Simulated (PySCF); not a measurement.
**Oxygen: a sound run and one with changed settings**

Sound run: O²⁺ [He] 2s2 2p2, O³⁺ [He] 2s2 2p1. All numbers are calculated (PySCF 2.14, the spin-free X2C one-electron Hamiltonian (Gaussian nucleus), in cc-pVTZ-DK). The sound run starts from symmetry-adapted Hartree-Fock orbitals and uses a fine grid where one is needed.

Changed run: 14 angular points. This setting is unsound on purpose.

| species | method | sound run (hartree) | changed run (hartree) | converged |
| --- | --- | --- | --- | --- |
| O²⁺ | UHF | -73.15288 | -73.15288 | yes |
| O²⁺ | M06-L | -73.33177 | -73.33689 | yes |
| O²⁺ | r2SCAN | -73.30183 | -73.30747 | yes |
| O³⁺ | UHF | -71.14751 | -71.14751 | yes |
| O³⁺ | M06-L | -71.29913 | -71.30184 | yes |
| O³⁺ | r2SCAN | -71.25999 | -71.25996 | yes |

Ionisation energy of O²⁺:

```tsv
method	sound run (eV)	changed run (eV)
UHF	54.569	54.569
M06-L	55.311	55.376
r2SCAN	55.561	55.715
```

A coarse angular grid integrates products of high-l functions wrongly, so density functionals can shift, and the SCF can exploit the error; Hartree-Fock and MP2 need no grid.

For comparison, NIST gives 54.936 eV between the lowest levels.
